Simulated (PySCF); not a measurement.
PySCF 2.14 output of a UHF calculation on a single atom or ion in aug-cc-pVDZ-DK, with scalar relativity by spin-free X2C-1e:

```
SCF conv_tol = 1e-09
number electrons alpha = 8  beta = 6
cycle= 1 E= -341.158794382516  delta_E= -0.00386  |g|= 0.0226  |ddm|= 0.0708
cycle= 2 E= -341.159315246495  delta_E= -0.000521  |g|= 0.00837  |ddm|= 0.0264
cycle= 3 E= -341.159399058215  delta_E= -8.38e-05  |g|= 0.000252  |ddm|= 0.0165
cycle= 4 E= -341.159399150211  delta_E= -9.2e-08  |g|= 3.71e-05  |ddm|= 0.00186
cycle= 5 E= -341.159399152162  delta_E= -1.95e-09  |g|= 5.46e-06  |ddm|= 0.000399
cycle= 6 E= -341.159399152202  delta_E= -4.03e-11  |g|= 3.74e-07  |ddm|= 5.93e-05
converged SCF energy = -341.159399152202  <S^2> = 2.0110121  2S+1 = 3.0073324
```

The run itself started from symmetry-adapted Hartree-Fock orbitals and held the occupation by maximum overlap, so the iterations belong to that start.

Task: Which element, charge and spin multiplicity is this?

Result: P⁺ (phosphorus, charge +1), multiplicity 3; the state was [Ne] 3s2 3p2, high-spin 3P determinant.
